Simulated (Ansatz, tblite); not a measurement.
Cost and result up the ladder for Ta(NH)(OSiH3)3 (TaSi₃NO₃H₁₀) (18 atoms). Total charge 0; singlet. Geometry: PBE-D4/def2-SVP.

```xyz
18

Ta   -0.0835   -0.0389   -0.0488
N    -1.4724   -0.8010   -0.8720
H    -2.2662   -1.2359   -1.3419
O     1.4513   -0.1587   -1.2099
Si    2.2803   -0.6060   -2.6071
H     1.3220   -1.1629   -3.6258
H     3.3047   -1.6508   -2.2576
H     2.9728    0.6039   -3.1719
O     0.2404   -0.9850    1.5996
Si   -0.0378   -2.1681    2.7668
H    -1.1914   -3.0420    2.3563
H    -0.3523   -1.4986    4.0753
H     1.2016   -3.0050    2.9182
O    -0.5228    1.8050    0.3047
Si   -1.4991    3.1783    0.2808
H    -2.8227    2.8638   -0.3612
H    -0.8031    4.2591   -0.4983
H    -1.7217    3.6430    1.6929
```

Ansatz on 2 threads of AMD EPYC 7R13 on a shared host and a share (18 GiB) of an NVIDIA H100 80GB HBM3; xTB runs through tblite on one thread. Times are rough, summed over both states, and most runs start from the orbitals of an earlier one. PBE0-D4/def2-TZVP serves as the yardstick here, not as an exact answer. The other state is a triplet.

In the def2 sets Ta takes a core potential; there is no spin–orbit coupling. The xTB rows come from tblite.

xTB has no spin-polarisation term.

| level | functions | wall time | vertical triplet (eV) | difference from PBE0-D4/def2-TZVP (eV) |
| --- | --- | --- | --- | --- |
| GFN2-xTB | 62 | 0.042 s | 4.03 | -0.85 |
| GFN1-xTB | 72 | 0.051 s | 3.91 | -0.98 |
| PBE0-D4/def2-TZVP (with forces) | 335 | 21 s | 4.89 | 0.00 |
| PBE-D4/def2-TZVP | 335 | 26 s | 5.11 | 0.23 |
| r2SCAN-D4/def2-TZVP | 335 | 27 s | 5.00 | 0.11 |
